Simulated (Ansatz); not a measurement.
Cost and result for the atomization energy of H$_{7}$N$_{2}$OSi$_{2}$, SMILES `N[SiH]O[SiH2]N` radical (12 atoms, 11 bonds).

Z-matrix (Å, degrees):
```
Si
N 1 1.718
O 1 1.636 2 112.1
H 1 1.483 2 111.3 3 -117.9
H 1 1.484 2 106.4 3 120.3
H 2 1.007 1 121.4 3 89.8
H 2 1.007 1 119.4 3 -123.7
Si 3 1.643 1 138.4 2 31.7
N 8 1.723 3 108.0 1 10.8
H 8 1.499 3 109.6 1 126.9
H 9 1.009 8 119.3 3 168.9
H 9 1.010 8 117.3 3 -51.1
```

The species carries charge 0 and has multiplicity 2. The geometry is a stationary point of PBE0-D4/def2-TZVP. It is one conformer, not always the lowest. Program: Ansatz. All runs use 2 threads of an AMD EPYC 7R13 on a shared host and a share of an NVIDIA H100 80 GB. Times are those of one run each, without the atoms' runs, and a repeat can differ threefold. Electronic energies, without spin–orbit coupling; frozen cores. CCSD(T)/CBS adds CCSD(T) − MP2 in def2-TZVPP to the MP2 limit, and its time is that of the two runs behind it. T1 = 0.013; ⟨S²⟩ of the reference is 0.76. B3LYP takes the VWN-RPA correlation (the form of Gaussian; ORCA's B3LYP/G).

CCSD(T)/CBS is a level of theory with its own doubt, some kJ/mol a heavy atom from the limit and from the frozen cores, so smaller differences don't rank the functionals.

```csv
level,functions,wall time,atomization (kJ/mol),difference from CCSD(T)/CBS,per bond
PBE0-D4/def2-TZVPP,275,2.6 s,4134.8,-49.4,-4.5
B2PLYP/def2-TZVPP,275,2.7 s,4130.4,-53.8,-4.9
B3LYP-D4/def2-TZVPP (with forces),275,3.1 s,4191.3,7.1,0.7
ωB97X-V/def2-TZVPP,275,4 s,4201.7,17.5,1.6
PBE-D4/def2-TZVPP (with forces),275,4.2 s,4211.6,27.4,2.5
MP2/def2-QZVPP,521,4.5 s,4184.8,0.6,0.1
r2SCAN-D4/def2-TZVPP (with forces),275,6 s,4167.4,-16.8,-1.5
ωB97M-V/def2-TZVPP (with forces),275,6 s,4190.2,6.0,0.6
CCSD(T)/def2-TZVPP,275,11 s,4040.2,-144.0,-13.1
CCSD(T)/CBS(def2),–,16 s,4184.2,0.0,0.0
```

The D4 term adds +46.2 kJ/mol with B3LYP and +24.4 kJ/mol with PBE0; it sums over pairs of atoms, weighted by their polarisabilities, and B3LYP, whose exchange is more repulsive, gets the larger term. In def2-TZVPP, CCSD(T) changes the Hartree–Fock value by +1106.2 kJ/mol (the triples alone add +57.7 kJ/mol) and MP2 by +1162.9 kJ/mol; breaking electron pairs costs correlation energy, which Hartree–Fock lacks. From PBE to PBE0 (25 % exact exchange), in def2-TZVPP and without D4, the atomization energy moves by −72.6 kJ/mol: exact exchange takes away binding that semilocal exchange gives to molecules.
